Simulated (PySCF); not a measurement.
C3H6BFO, SMILES C=CCB(O)F.

Coordinates come from a ωB97X-D3(BJ)/def2-SVP optimisation. One conformer was computed; it need not be the lowest.

Vertical ionisation energy (IE) and electron affinity (EA) in eV. Rows of orbital energies are one-electron estimates. Where ΔSCF, EOM or ADC give a negative EA the extra electron is unbound and the value depends on the basis.

| level | IE | EA |
|---|---|---|
| −ε(HOMO), −ε(LUMO), r2SCAN/def2-TZVP (PySCF) | 6.78 | 1.04 |
| −ε(HOMO), −ε(LUMO), PBE/def2-TZVP (PySCF) | 6.58 | 1.27 |
